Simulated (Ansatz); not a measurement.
Consider the cleavage of the B–Si bond: `C[SiH](N)BF` + `B[SiH2]O` → `B[SiH2]OBF` + `C[SiH2]N`.

Gas-phase electronic energies from Ansatz, PBE0-D4/def2-TZVP geometries. CCSD(T)/CBS adds triple-zeta CCSD(T) − MP2 to the extrapolated MP2 energy (def2 sets, frozen cores). DFT in def2-TZVPP. B3LYP here is the variant with VWN-RPA as its local correlation; programs differ in this. One conformer a species, not always the lowest.

Problem. Is it downhill or uphill in electronic energy at CCSD(T)/CBS, and by how much? (Best estimate.)

Solution. The calculation gave: Downhill: ΔE = -1.96 eV.

Problem. What do these levels give: B3LYP-D4, ωB97X-V, B2PLYP, r2SCAN, HF/def2-TZVPP, SCS-MP2/def2-TZVPP? (An estimate is asked.)

Solution. Computed: B3LYP-D4 -1.98, ωB97X-V -1.94, B2PLYP -2.02, r2SCAN -1.97, HF/def2-TZVPP -2.17, SCS-MP2/def2-TZVPP -2.03 eV.

Largest T1 diagnostic among the species: 0.013.

In def2-TZVPP, CCSD(T) changes the Hartree–Fock value by +0.20 eV (the triples alone add +0.02 eV) and MP2 by +0.14 eV. From PBE to PBE0 (25 % exact exchange), in def2-TZVPP and without D4, ΔE moves by −0.07 eV.
